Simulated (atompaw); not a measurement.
# PBE PAW (atompaw) dataset for phosphorus, scalar-relativistic all-electron reference.

* Element: P (Z = 15)
* Generator: atompaw 4.2.0.5
* Type: PAW
* Functional: PBE
* Relativity: scalar-relativistic
* Frozen core: [Ne]
* Valence charge: 5
* Reference configuration: 3s2 3p3
* Partial waves: 3s (bound): rc 2.20 bohr; 3s channel at -0.2 Ry: rc 1.60 bohr; 3p (bound): rc 2.20 bohr; 3p channel at 0.1 Ry: rc 2.20 bohr; 3d channel at 0.05 Ry: rc 2.20 bohr; 3d channel at 0.95 Ry: rc 2.20 bohr
* Local potential: bessel scheme, radius 2.00 bohr
* Core correction: smooth core density matched at 2.00 bohr
* Augmentation charge: sinc compensation charge, radius 2.15 bohr; PAW radius 2.20 bohr; waves and projectors: custom polynom gramschmidtortho

Poles of the logarithmic derivatives, all-electron (AE) and pseudo (PS). s: poles at 0.4 (AE) and 0.4 (PS) Ry. p: poles at 1.4 (AE) and 1.4 (PS) Ry. d: poles at 2.6 (AE) and 2.6 (PS) Ry. Test radius 2.21 bohr.

* Cutoffs needed: 10 Ry and 12 Ry (the cutoffs (Ry, on a coarse ladder) from which the occupation-weighted sum of valence levels, in a spherical-Bessel basis at the reference potential, stays within 10 and 1 mRy of its value at 400 Ry)
* Ghost test: no extra level below or beside the all-electron valence levels (s, p, d, f tested) (spherical-Bessel basis up to 400 Ry, 20 bohr box)
* Lowest eigenvalue of the overlap operator: 0.11 (s channel)
* Overlap eigenvalues printed by atompaw (projector basis): 0.23, 0.391, 1.31, 3.07, 3.51, 7.2
* Share of each valence orbital outside the PAW sphere: 3s 29 %, 3p 49 %
